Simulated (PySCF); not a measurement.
Numbering as in the mapped SMILES `[CH3:1][c:2]1[cH:3][p:4][c:5]([SiH3:6])[cH:7][c:8]1[F:9]`. Each H is labelled by its parent atom.

Computed data (PySCF 2.14): geometry from GFN2-xTB, PBE0/pcSseg-1 with gauge-including orbitals. Single conformer, no solvent model, rapidly exchanging positions averaged, non-relativistic Hamiltonian.

Predict the 2D correlation tables (HSQC, COSY, HMBC).

Answers



HSQC (one-bond C–H):
```csv
δH,δC
9.09 (H(C3)),168.4 (C3)
8.20 (H(C7)),134.1 (C7)
2.64 (H(C1)),22.5 (C1)
```

HMBC (two and three bonds, from the bond graph):
```csv
δH,δC
9.09 (H(C3)),"171.4 (C8), 171.2 (C5), 138.4 (C2), 22.5 (C1)"
8.20 (H(C7)),"171.4 (C8), 171.2 (C5), 138.4 (C2)"
4.76 (H(Si6)),"171.2 (C5), 134.1 (C7)"
2.64 (H(C1)),"171.4 (C8), 168.4 (C3), 138.4 (C2)"
```

No COSY cross peaks are expected.

Shifts are taken against calculated references (same method and geometry level): ¹H, ¹³C vs TMS.

Short H···H contacts in this conformer between protons four or more bonds apart (candidates for NOE cross peaks, intensity ∝ r⁻⁶): H(C1)···H(C3) 2.32 Å.

Shifts are as computed. Against solution values, carbons near 30 ppm lie about +3 ppm off and those near 130 ppm about +5 ppm. Of 1211 compounds with measured shifts, 218 miss one by over three times the rms of a fit or turn the order of signals round; such compounds aren't used in these exercises.
